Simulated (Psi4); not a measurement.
Psi4 input (wB97X-D/6-311+G**):

```
memory 1500 MB

molecule {
-1 1
C    -1.75773085   -0.10134345    0.05558461
C    -0.74252211   -1.22251470    0.05791304
C     0.56677545   -0.84964834    0.00782957
C     1.06008694    0.49517278   -0.04619186
N     1.44093606    1.59274886   -0.08962976
H    -1.37583168    0.93737169    0.01383326
H    -2.44356205   -0.23660060   -0.79067201
H    -2.39151303   -0.18586039    0.94776521
H     1.36469773   -1.59415053    0.00566966
symmetry c1
no_reorient
no_com
}

set {
  basis 6-311+G**
  reference rks
  scf_type df
  df_basis_scf def2-universal-jkfit
  dft_radial_points 99
  dft_spherical_points 590
  e_convergence 1e-8
  d_convergence 1e-7
  maxiter 150
}

e = energy('wb97x-d')
print_out(f'\nFINAL {e:.10f} DIPOLE {variable("CURRENT DIPOLE")[0]:.6f} {variable("CURRENT DIPOLE")[1]:.6f} {variable("CURRENT DIPOLE")[2]:.6f}\n')
```

Output:

```
   => Loading Basis Set <=

    Name: 6-311+G**
    Role: ORBITAL
    Keyword: BASIS
    atoms 1-4 entry C          line   129 file 6-311pgss.gbs
    atoms 5   entry N          line   150 file 6-311pgss.gbs
    atoms 6-9 entry H          line    42 file 6-311pgss.gbs

   => WB97X-D: Empirical Dispersion <=

    Chai and Head-Gordon Dispersion Correction
    Chai, J.-D.; Head-Gordon, M. (2010), J. Chem. Phys., 132: 6615-6620

        s6 =       1.000000

         ---------------------------------------------------------
                                   SCF
               by Justin Turney, Rob Parrish, Andy Simmonett
                          and Daniel G. A. Smith
                              RKS Reference
         ---------------------------------------------------------

  ==> Geometry <==

    Molecular point group: c1
    Full point group: C1

    Geometry (in Angstrom), charge = -1, multiplicity = 1:

       Center              X                  Y                   Z               Mass
    ------------   -----------------  -----------------  -----------------  -----------------
         C           -1.757730850000    -0.101343450000     0.055584610000    12.000000000000
         C           -0.742522110000    -1.222514700000     0.057913040000    12.000000000000
         C            0.566775450000    -0.849648340000     0.007829570000    12.000000000000
         C            1.060086940000     0.495172780000    -0.046191860000    12.000000000000
         N            1.440936060000     1.592748860000    -0.089629760000    14.003074004430
         H           -1.375831680000     0.937371690000     0.013833260000     1.007825032230
         H           -2.443562050000    -0.236600600000    -0.790672010000     1.007825032230
         H           -2.391513030000    -0.185860390000     0.947765210000     1.007825032230
         H            1.364697730000    -1.594150530000     0.005669660000     1.007825032230

  Running in c1 symmetry.

  Rotational constants: A =      0.40409  B =      0.12399  C =      0.09654 [cm^-1]
  Rotational constants: A =  12114.34181  B =   3717.19143  C =   2894.10660 [MHz]
  Nuclear repulsion =  133.476174341474689

  Charge       = -1
  Multiplicity = 1
  Electrons    = 36
  Nalpha       = 18
  Nbeta        = 18

  ==> Algorithm <==

  SCF Algorithm Type is DF.
  DIIS enabled.
  MOM disabled.
  Fractional occupation disabled.
  Guess Type is SAD.
  Energy threshold   = 1.00e-08
  Density threshold  = 1.00e-07
  Integral threshold = 1.00e-12

  ==> Primary Basis <==

  Basis Set: 6-311+G**
    Blend: 6-311+G**
    Number of shells: 66
    Number of basis functions: 134
    Number of Cartesian functions: 139
    Spherical Harmonics?: true
    Max angular momentum: 2

  ==> DFT Potential <==

   => LibXC <=

    Version 7.1.2
    S. Lehtola, C. Steigemann, M. J. T. Oliveira, and M. A. L. Marques,  SoftwareX 7, 1–5 (2018) (10.1016/j.softx.2017.11.002)

   => Composite Functional: WB97X-D <=

    wB97X-D Hyb-GGA Exchange-Correlation Functional

    J.-D. Chai and M. Head-Gordon,  Phys. Chem. Chem. Phys. 10, 6615–6620 (2008) (10.1039/B810189B)

    Deriv               =              1
    GGA                 =           TRUE
    Meta                =          FALSE

    Exchange Hybrid     =           TRUE
    MP2 Hybrid          =          FALSE

   => Exchange-Correlation Functionals <=

    1.0000   wB97X-D range-separated functional

   => Exact (HF) Exchange <=

    0.7780            HF,LR [omega = 0.2000]
    0.2220               HF

   => LibXC Density Thresholds  <==

    XC_HYB_GGA_XC_WB97X_D:  1.00E-14

   => Molecular Quadrature <=

    Radial Scheme          =       TREUTLER
    Pruning Scheme         =           NONE
    Nuclear Scheme         =       TREUTLER

    Blocking Scheme        =         OCTREE
    BS radius alpha        =              1
    Pruning alpha          =              1
    Radial Points          =             99
    Spherical Points       =            590
    Total Points           =         501790
    Total Blocks           =           3593
    Max Points             =            256
    Max Functions          =            134
    Weights Tolerance      =       1.00E-15

   => Loading Basis Set <=

    Name: DEF2-UNIVERSAL-JKFIT
    Role: JKFIT
    Keyword: DF_BASIS_SCF
    atoms 1-4 entry C          line   198 file def2-universal-jkfit.gbs
    atoms 5   entry N          line   258 file def2-universal-jkfit.gbs
    atoms 6-9 entry H          line    18 file def2-universal-jkfit.gbs

  ==> Integral Setup <==

  SCF_SUBTYPE=INCORE selected. In-core MEM_DF algorithm will be used.
  Using in-core AOs.

  ==> MemDFJK: Density-Fitted J/K Matrices <==

    J tasked:                   Yes
    K tasked:                   Yes
    wK tasked:                  Yes
    Omega:                2.000E-01
    Algorithm:                 Core
    Schwarz Cutoff:           1E-12
    Mask sparsity (%):       1.6373
    Fitting Condition:        1E-10

   => Auxiliary Basis Set <=

  Basis Set: DEF2-UNIVERSAL-JKFIT
    Blend: DEF2-UNIVERSAL-JKFIT
    Number of shells: 149
    Number of basis functions: 449
    Number of Cartesian functions: 529
    Spherical Harmonics?: true
    Max angular momentum: 4

  Cached 50.0% of DFT collocation blocks in 0.777 [GiB].

  Minimum eigenvalue in the overlap matrix is 1.4747581192E-05.
  Reciprocal condition number of the overlap matrix is 1.5286279470E-06.
    Using symmetric orthogonalization.

  ==> Pre-Iterations <==

  SCF Guess: Superposition of Atomic Densities via on-the-fly atomic UHF (no occupation information).

   -------------------------
    Irrep   Nso     Nmo
   -------------------------
     A        134     134
   -------------------------
    Total     134     134
   -------------------------

  ==> Iterations <==

                           Total Energy        Delta E     RMS |[F,P]|

   @DF-RKS iter SAD:  -208.26367626462508   -2.08264e+02   0.00000e+00
   @DF-RKS iter   1:  -209.13481059734139   -8.71134e-01   6.13790e-03 ADIIS/DIIS
   @DF-RKS iter   2:  -209.24670078227416   -1.11890e-01   5.30695e-03 ADIIS/DIIS
   @DF-RKS iter   3:  -209.49612870195017   -2.49428e-01   9.14269e-04 ADIIS/DIIS
   @DF-RKS iter   4:  -209.50270061685598   -6.57191e-03   3.33410e-04 ADIIS/DIIS
   @DF-RKS iter   5:  -209.50358996764561   -8.89351e-04   1.28112e-04 ADIIS/DIIS
   @DF-RKS iter   6:  -209.50372643123933   -1.36464e-04   4.82572e-05 DIIS
   @DF-RKS iter   7:  -209.50374988517180   -2.34539e-05   1.16936e-05 DIIS
   @DF-RKS iter   8:  -209.50375195360130   -2.06843e-06   3.06081e-06 DIIS
   @DF-RKS iter   9:  -209.50375224983361   -2.96232e-07   1.18397e-06 DIIS
   @DF-RKS iter  10:  -209.50375229658991   -4.67563e-08   4.26797e-07 DIIS
   @DF-RKS iter  11:  -209.50375230182217   -5.23227e-09   1.46538e-07 DIIS
   @DF-RKS iter  12:  -209.50375230258413   -7.61958e-10   3.14703e-08 DIIS
  Energy and wave function converged.

  ==> Post-Iterations <==

   Electrons on quadrature grid:
      Ntotal   =   35.9999961732 ; deviation = -3.827e-06

    Orbital Energies [Eh]
    ---------------------

    Doubly Occupied:

       1A    -14.248143     2A    -10.147100     3A    -10.105742
       4A    -10.103824     5A    -10.078852     6A     -0.829809
       7A     -0.700918     8A     -0.619520     9A     -0.477864
      10A     -0.388645    11A     -0.337756    12A     -0.325874
      13A     -0.286206    14A     -0.275420    15A     -0.267643
      16A     -0.232937    17A     -0.138121    18A     -0.078945

    Virtual:

      19A      0.192917    20A      0.205719    21A      0.218272
      22A      0.227092    23A      0.231245    24A      0.242838
      25A      0.257791    26A      0.265657    27A      0.281850
      28A      0.286214    29A      0.287709    30A      0.293386
      31A      0.314754    32A      0.316925    33A      0.326857
      34A      0.349167    35A      0.360072    36A      0.362261
      37A      0.396621    38A      0.409268    39A      0.411865
      40A      0.414419    41A      0.434866    42A      0.449342
      43A      0.453664    44A      0.462083    45A      0.469759
      46A      0.527392    47A      0.592135    48A      0.649890
      49A      0.655957    50A      0.704625    51A      0.744462
      52A      0.795515    53A      0.796322    54A      0.803769
      55A      0.836808    56A      0.839856    57A      0.848094
      58A      0.868695    59A      0.884418    60A      0.893771
      61A      0.904927    62A      0.947136    63A      0.960018
      64A      1.008684    65A      1.063403    66A      1.074077
      67A      1.135874    68A      1.144454    69A      1.166707
      70A      1.179304    71A      1.247995    72A      1.256671
      73A      1.324703    74A      1.361619    75A      1.437259
      76A      1.454261    77A      1.554666    78A      1.574375
      79A      1.660310    80A      1.706009    81A      1.714551
      82A      1.723721    83A      1.789207    84A      1.828402
      85A      1.846584    86A      1.868862    87A      1.920290
      88A      1.932375    89A      2.040378    90A      2.076915
      91A      2.090370    92A      2.175129    93A      2.227715
      94A      2.274979    95A      2.279272    96A      2.339429
      97A      2.390303    98A      2.395429    99A      2.470929
     100A      2.567261   101A      2.575420   102A      2.651485
     103A      2.717547   104A      2.761344   105A      2.775511
     106A      2.796735   107A      2.870219   108A      2.890252
     109A      2.917050   110A      2.920755   111A      2.976971
     112A      3.070154   113A      3.112917   114A      3.170698
     115A      3.175819   116A      3.234221   117A      3.293598
     118A      3.301433   119A      3.415498   120A      3.466170
     121A      3.601013   122A      3.983192   123A      4.045159
     124A      4.066289   125A      4.075771   126A      4.270531
     127A      4.315749   128A      4.604157   129A      4.869356
     130A     23.911082   131A     24.235187   132A     24.446471
     133A     24.700125   134A     36.173488

    Final Occupation by Irrep:
              A
    DOCC [    18 ]
    NA   [    18 ]
    NB   [    18 ]

  @DF-RKS Final Energy:  -209.50375230258413

   => Energetics <=

    Nuclear Repulsion Energy =            133.4761743414746888
    One-Electron Energy =                -552.6212358971232561
    Two-Electron Energy =                 230.3505916058097114
    DFT Exchange-Correlation Energy =     -20.7067862459578436
    Empirical Dispersion Energy =          -0.0024961067874074
    VV10 Nonlocal Energy =                  0.0000000000000000
    Total Energy =                       -209.5037523025841324

Computation Completed

Properties will be evaluated at   0.000000,   0.000000,   0.000000 [a0]

Properties computed using the SCF density matrix

 Multipole Moments:

 ------------------------------------------------------------------------------------
     Multipole            Electronic (a.u.)      Nuclear  (a.u.)        Total (a.u.)
 ------------------------------------------------------------------------------------

 L = 1.  Multiply by 2.5417464519 to convert [e a0] to [Debye]
 Dipole X            :         -0.1450564           -0.0000001           -0.1450565
 Dipole Y            :          0.5144190           -0.0000001            0.5144189
 Dipole Z            :         -0.0106714           -0.0000001           -0.0106715
 Magnitude           :                                                    0.5345858

 ------------------------------------------------------------------------------------

FINAL -209.5037523026 DIPOLE -0.145056 0.514419 -0.010671

*** Psi4 exiting successfully. Buy a developer a beer!
```

The dipole moment of an ion depends on the origin.

The geometry given is a B3LYP-D3(BJ)/def2-TZVP minimum.
